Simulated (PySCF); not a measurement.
**Mass spectrum arithmetic for `C[O][GeH2][O]C`**

Species: `C[O][GeH2][O]C`.

Calculated from tabulated atomic weights, isotope masses and abundances; no fragmentation.

(1) What are the average molar mass and the monoisotopic mass?

(2) What cluster does the molecular ion M+• show when like nominal masses merge?

(3) What resolving power m/Δm just matches the spacing of the species with one 76Ge and with one 18O?

(4) What share of all molecules is the monoisotopic species?

(5) Which singly substituted isotopologues are there?

(6) Count the protons, neutrons and electrons of the monoisotopic species, and give its exact less its nominal mass.

(7) Which m/z would the protonated, sodiated and deprotonated molecule have?

Results:

(1) For C2H8GeO2, with standard atomic weights, 2 × 12.011 + 2 × 15.999 + 1 × 72.630 + 8 × 1.008 = 136.714 g/mol. From the most abundant isotopes (12C, 16O, 74Ge, 1H), 2 × 12.000000 + 2 × 15.994915 + 1 × 73.921178 + 8 × 1.007825 = 137.9736 u.

(2) 
```json
{"nominal mass": "134", "m/z (centroid)": "133.9761", "relative intensity": "57.0"}
{"nominal mass": "135", "m/z (centroid)": "134.9796", "relative intensity": "1.3"}
{"nominal mass": "136", "m/z (centroid)": "135.9740", "relative intensity": "75.5"}
{"nominal mass": "137", "m/z (centroid)": "136.9755", "relative intensity": "22.9"}
{"nominal mass": "138", "m/z (centroid)": "137.9731", "relative intensity": "100.0"}
{"nominal mass": "139", "m/z (centroid)": "138.9767", "relative intensity": "2.4"}
{"nominal mass": "140", "m/z (centroid)": "139.9734", "relative intensity": "21.2"}
{"nominal mass": "141", "m/z (centroid)": "140.9769", "relative intensity": "0.5"}
```

Lines under 0.1 % of the tallest are left out. One electron mass, 0.00055 u, is taken off. Abundances used (%; other tables differ somewhat): 12C 98.93, 13C 1.07; 16O 99.757, 17O 0.038, 18O 0.205; 70Ge 20.84, 72Ge 27.54, 73Ge 7.73, 74Ge 36.28, 76Ge 7.61; 1H 99.9885, 2H 0.0115.

(3) They lie 0.00402 u apart at mass 139.97, so m/Δm is about 35000.

(4) 0.9893^2 × 0.99757^2 × 0.3628 × 0.999885^8 = 35.30 %.

(5) Intensity in % of the monoisotopic species:

```
isotope  mass shift (u)       m/z  intensity (%)
   70Ge        -3.99693  133.9761          57.44
   72Ge        -1.99910  135.9740          75.91
   73Ge        -0.99772  136.9753          21.31
    13C        +1.00335  138.9764           2.16
    17O        +1.00422  138.9773           0.08
     2H        +1.00628  138.9793           0.09
   76Ge        +2.00022  139.9733          20.98
    18O        +2.00425  139.9773           0.41
```

Species under 0.02 % are left out.

(6) 68 protons, 70 neutrons and 68 electrons; 137.9736 − 138 = -0.0264 u.

(7) [M+H]+ 138.9809, [M+Na]+ 160.9628, [M−H]− 136.9663, for the monoisotopic species (arithmetic only; whether such ions form is another matter).
